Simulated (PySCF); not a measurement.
The Ru–O bond energy of RuO₄

Method: PySCF, PBE0, basis Ru def2-TZVP with ECP28, O def2-TZVP (scalar-relativistic core potentials, no spin–orbit coupling, density fitting).

Each entry is the lowest minimum that a search over a few typed start shapes (and spin states, where more than one is plausible) found, or that minimum re-optimised at the stated level; isomers with ligand–ligand bonds, or fragments after loss of a ligand pair, can lie lower.

Total energies (Eh), which compare only within these settings: O atom -75.01862.

```csv
species,2S+1,group,E (Eh),ZPE (kJ/mol)
RuO₃,1,D3h,-320.36646,22.7
RuO₄,1,Td,-395.52703,35.5
```

(1) What are De and D0 for RuO₄ → RuO₃ + O?

Answers

(1) De = [(-320.36646) + (-75.01862) − (-395.52703)] × 2625.5 = 373 kJ/mol. The zero-point energy changes by -12.8 kJ/mol, so D0 = 360 kJ/mol.

Atoms and open shells are unrestricted, without spin–orbit or basis-set superposition corrections.

One determinant describes each species, so states of open d or f shells may be missed.
